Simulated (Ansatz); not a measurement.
Relaxation of CH5B2Cl2FSi (12 atoms, charge 0, multiplicity 1), to a largest force component of 0.02 eV/Å in at most 40 steps.

Method: RKS r2SCAN-D4/6-31G in Ansatz 0.2.0.

```xyz
12
Properties=species:S:1:pos:R:3:forces:R:3
F 1.593 -2.325 1.216 -0.20 0.13 -0.05
C 0.574 -1.302 1.094 1.29 1.53 1.54
Si 0.434 -0.730 -0.694 1.77 -1.03 -0.44
B -0.841 0.635 -0.855 -2.42 0.69 -0.93
Cl -2.386 0.273 -1.921 1.02 0.44 0.76
B -0.779 2.115 -0.099 0.88 0.29 0.33
Cl 0.736 2.538 0.905 -0.93 -0.16 -0.50
H -0.364 -1.692 1.407 -0.92 -0.70 0.59
H 0.852 -0.425 1.787 -0.27 -1.25 -0.88
H 1.760 -0.170 -1.080 0.29 0.07 -0.10
H 0.116 -1.880 -1.511 -0.11 -0.90 -0.59
H -1.618 2.907 -0.217 -0.39 0.89 0.29
```

Task: Where does it end, and by what steps?

Result: The run ended unconverged. The force dipped under the threshold on the way, but the program's further checks kept it going. Limits of this set-up: no polarisation functions. After 39 steps the energy has fallen by 0.754 eV; Cl5 moved furthest, 1.86 Å.

| step | energy less start (eV) | largest force component (eV/Å) | accepted |
| --- | --- | --- | --- |
| 0 | 0.0000 | 2.424 | yes |
| 2 | -0.4921 | 0.622 | yes |
| 4 | -0.5192 | 0.027 | yes |
| 6 | -0.5242 | 0.127 | yes |
| 8 | -0.5361 | 0.307 | yes |
| 10 | -0.5801 | 0.488 | yes |
| 12 | -0.6730 | 0.455 | yes |
| 14 | -0.7102 | 0.430 | yes |
| 16 | -0.7310 | 0.276 | yes |
| 18 | -0.7384 | 0.040 | yes |
| 20 | -0.7399 | 0.025 | yes |
| 22 | -0.7403 | 0.019 | yes |
| 24 | -0.7409 | 0.036 | yes |
| 26 | -0.7416 | 0.046 | yes |
| 28 | -0.7427 | 0.030 | yes |
| 30 | -0.7436 | 0.078 | yes |
| 32 | -0.7458 | 0.089 | yes |
| 34 | -0.7477 | 0.042 | yes |
| 36 | -0.7502 | 0.082 | yes |
| 38 | -0.7526 | 0.060 | yes |
| 39 | -0.7540 | 0.042 | yes |

```xyz
12
Properties=species:S:1:pos:R:3
F 1.675 -2.686 0.793
C 0.574 -1.758 0.980
Si 0.621 -0.513 -0.507
B -0.959 0.771 -0.417
Cl -2.591 0.032 -0.085
B -0.795 2.409 -0.614
Cl -0.435 3.401 0.863
H -0.357 -2.339 0.998
H 0.715 -1.264 1.947
H 1.946 0.196 -0.501
H 0.508 -1.318 -1.778
H -0.825 3.013 -1.644
```

The run took 6.4 min on 2 threads of Arm Neoverse N1 (shared host), peak memory 0.21 GiB.
